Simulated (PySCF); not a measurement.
Species: C₇H₉N (charge +1 and doublet state).
Geometry (GFN2-xTB, Å), atoms numbered from 1 in this order:
```xyz
17
C7H9N angstrom
C      2.9272   -0.2502    0.7710
C      1.8521   -0.3014    0.2479
C      0.5321   -0.3823   -0.3665
C     -0.1534   -1.7097   -0.2542
C     -1.3713   -1.5465    0.2618
C     -1.6129   -0.1091    0.5622
N     -0.4179    0.5462    0.1636
C     -0.1265    1.9072    0.4218
H      3.8684   -0.2241    1.2400
H      0.7088   -0.1620   -1.4399
H      0.3175   -2.6212   -0.5694
H     -2.1016   -2.3090    0.4570
H     -2.4906    0.2874    0.0266
H     -1.8295    0.0603    1.6293
H      0.3938    2.3598   -0.4262
H      0.5400    2.0087    1.2895
H     -1.0434    2.4581    0.6250
```

The hyperfine couplings belong to this conformer and change with its torsions.

The species is `C#C[C@H]1C=CC[N+]1C` [radical] (charge +1).

Method used: UKS B3LYP, pcH-1 on C H N, non-relativistic, mean-field spin-orbit, GIAO in PySCF 2.14.0. Geometry: GFN2-xTB; no solvent, vibrations or thermal averaging. The geometry wasn't refined by DFT: couplings that depend on bond lengths, twists or pyramidal angles can differ widely from those at the functional's own minimum, by a factor of two or more for some ions and for spin on atoms past the first row. The SCF solution wasn't tested for stability.

Question: Predict the first-order ENDOR lines of N7, H10, H14, H13, H15/H16/H17, H11, H12 and H9 under fast tumbling at B = 3335.9 mT (W band).

Answer: For S = 1/2 in fast tumbling each set of equivalent nuclei gives two lines, ν± = |νn ± a/2| to first order, with νn = g_N μN B/h and μN/h = 7.62259 MHz/T.

| nuclei | isotope | g_N | νn (MHz) | a_iso (MHz) | lower line (MHz) | upper line (MHz) |
| --- | --- | --- | --- | --- | --- | --- |
| N7 | 14N | 0.4038 | 10.27 | 39.71 | 9.59 | 30.12 |
| H10 | 1H | 5.5857 | 142.03 | 210.49 | 36.79 | 247.28 |
| H14 | 1H | 5.5857 | 142.03 | 184.40 | 49.84 | 234.23 |
| H13 | 1H | 5.5857 | 142.03 | 182.86 | 50.61 | 233.46 |
| H15/H16/H17 | 1H | 5.5857 | 142.03 | 85.01 | 99.53 | 184.54 |
| H11 | 1H | 5.5857 | 142.03 | -2.51 | 140.78 | 143.29 |
| H12 | 1H | 5.5857 | 142.03 | -1.63 | 141.22 | 142.85 |
| H9 | 1H | 5.5857 | 142.03 | 1.52 | 141.28 | 142.79 |

Question: Which pairs are centred on the nuclear Larmor frequency, and which on half the coupling?

Answer: Centred on νn, since |a| < 2νn: H10, H14, H13, H15/H16/H17, H11, H12 and H9. Centred on |a|/2 and split by 2νn: N7.

Question: At what field would the lower line of H15/H16/H17 fall to zero frequency?

Answer: Where νn = |a|/2, that is B = 42.51 MHz/(5.5857 × 7.62259 MHz/T) = 998 mT, as far as first order holds there.

Nuclei that the bonding pattern makes equivalent are averaged, as if the motion that swaps them (rotation, inversion, ring flip) were fast. The three 1H nuclei of mean +85.0 MHz run from 13.0 to 161.2 MHz in the frozen geometry.

The Mulliken spin populations are largest on N7 (+0.72), H10 (+0.08), H14 (+0.08) and H13 (+0.07). N7 is the only atom above +0.15. The angles at N7 add up to 359.5°, so it is planar.

Hardware: one thread of an Arm Neoverse V1, on a shared host. Cost: 81 s of wall time (grids of density and orbitals included), 1.1 GiB resident at most.
